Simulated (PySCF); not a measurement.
Radiative rates from a computed spectrum

Species: C2H4ClNSi.
SMILES: `N#CC[SiH2]Cl`

Method used: PySCF 2.14.0, density-fitted response routines, TDDFT CAM-B3LYP/def2-SVPD, vertical, gas phase, core orbitals frozen in the response. The structure is a single PBE0-D3(BJ)/def2-SVP conformer in the gas phase; no vibrational or solvent corrections. Torsions of this conformer, `[N:1]#[C:2][CH2:3][SiH2:4][Cl:5]`: C2–C3–Si4–Cl5 -65°.

For one non-degenerate pair of states in vacuum, A = 0.6670 f ν̃² s⁻¹ with ν̃ in cm⁻¹, τ = 1/A, |μ|² = 3f / (2ΔE) in atomic units, and the integrated cross-section is ∫σ dE = 109.76 f Mb·eV.

Only emission to the ground state at the vertical energy is counted.

Energies and rates of the computed singlets with f of 0.002 or more:

```tsv
state	E (eV)	A (s⁻¹)
S2	7.68	1.83×10⁷
S3	7.71	2.91×10⁷
S4	7.77	8.27×10⁷
S6	8.18	9.16×10⁷
S7	8.42	1.55×10⁷
S8	8.70	3.00×10⁷
S9	8.72	1.95×10⁷
S10	8.80	2.02×10⁷
```

**Question.** Go back from the rates to the oscillator strengths and transition dipoles.

**Answer.** f = A / (0.6670 ν̃²), and |μ| follows from f:

```json
{"state": "S2", "f": "0.0072", "|μ| (D)": "0.50", "τ": "55 ns", "main configurations (H = HOMO, L = LUMO)": "H→L (41%), H→L+1 (22%), H-3→L (8%)"}
{"state": "S3", "f": "0.011", "|μ| (D)": "0.62", "τ": "34 ns", "main configurations (H = HOMO, L = LUMO)": "H-1→L (62%), H-1→L+1 (28%)"}
{"state": "S4", "f": "0.032", "|μ| (D)": "1.04", "τ": "12 ns", "main configurations (H = HOMO, L = LUMO)": "H→L (21%), H-2→L+3 (18%), H→L+4 (11%)"}
{"state": "S6", "f": "0.032", "|μ| (D)": "1.01", "τ": "11 ns", "main configurations (H = HOMO, L = LUMO)": "H→L+1 (45%), H→L+2 (19%), H→L (14%)"}
{"state": "S7", "f": "0.0050", "|μ| (D)": "0.40", "τ": "65 ns", "main configurations (H = HOMO, L = LUMO)": "H-1→L+1 (48%), H-1→L (20%), H-1→L+2 (15%)"}
{"state": "S8", "f": "0.0092", "|μ| (D)": "0.53", "τ": "33 ns", "main configurations (H = HOMO, L = LUMO)": "H-1→L+2 (61%), H-1→L+1 (12%)"}
{"state": "S9", "f": "0.0059", "|μ| (D)": "0.42", "τ": "51 ns", "main configurations (H = HOMO, L = LUMO)": "H-3→L (41%), H-3→L+1 (15%)"}
{"state": "S10", "f": "0.0060", "|μ| (D)": "0.42", "τ": "50 ns", "main configurations (H = HOMO, L = LUMO)": "H-2→L (33%), H-2→L+1 (30%), H-2→L+2 (19%)"}
```

**Question.** By what factor does the largest A in the list exceed the smallest?

**Answer.** S6 has 5.9 times the rate of S7.

**Question.** What is the integrated cross-section of all computed states together?

**Answer.** Σf = 0.110 over S1 to S10, so 109.76 × Σf ≈ 12.1 Mb·eV.

**Question.** How much energy does a mole of photons resonant with S6 carry?

**Answer.** 8.179 eV × 96.485 = 789 kJ/mol (189 kcal/mol).

All these states lie below the vertical ionisation energy of 11.30 eV (ΔSCF).
